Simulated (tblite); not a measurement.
Calculated harmonic vibrations of the isolated species, GFN2-xTB (tblite), most abundant isotopes, no scaling. Against measured fundamentals such values can be off by several per cent, at times by over 20. Modes of hydrogen on phosphorus and silicon can be 10 to 20 % off. One conformer each. Thermal functions are those of the rigid rotor and harmonic oscillator, without mixing of conformers.

Question: Order these by their ideal-gas entropy at 298.15 K and 1 bar, highest first (cal/(mol K)).
A. `CS(=O)(=O)C[SiH2]O`
B. `OCC(F)(F)C(F)(F)F`
C. `N#CC1=CC=C[SiH2]1`
D. `CP1CC[SiH](F)CC1`
E. `N#CCC[P@H](C)=S`
F. `c1ccc([PH2+]N)cc1`

Answer: A (99.5), D (98.2), E (95.9), B (95.0), F (89.9), C (82.7).

| SMILES | atoms | mass (u) | symmetry number | modes under 300 cm⁻¹ | ZPE (kcal/mol) | S translation (cal/(mol K)) | S rotation | S vibration | S | Cp |
| --- | --- | --- | --- | --- | --- | --- | --- | --- | --- | --- |
| CS(=O)(=O)C[SiH2]O | 15 | 140.00 | 1 | 7 | 64.5 | 40.7 | 28.7 | 30.0 | 99.5 | 37.8 |
| CP1CC[SiH](F)CC1 | 20 | 150.04 | 1 | 8 | 99.6 | 41.0 | 29.5 | 27.7 | 98.2 | 40.8 |
| C[P@H](=S)CCC#N | 15 | 133.01 | 1 | 7 | 69.5 | 40.6 | 29.0 | 26.3 | 95.9 | 33.7 |
| OCC(F)(F)C(F)(F)F | 12 | 150.01 | 1 | 6 | 41.0 | 41.0 | 28.9 | 25.2 | 95.0 | 33.7 |
| N[PH2+]c1ccccc1 | 17 | 126.05 | 1 | 4 | 82.4 | 40.4 | 28.7 | 20.8 | 89.9 | 34.2 |
| N#CC1=CC=C[SiH2]1 | 12 | 107.02 | 1 | 3 | 49.1 | 39.9 | 27.8 | 14.9 | 82.7 | 29.0 |

Entropies and Cp are for 298.15 K and 1 bar.
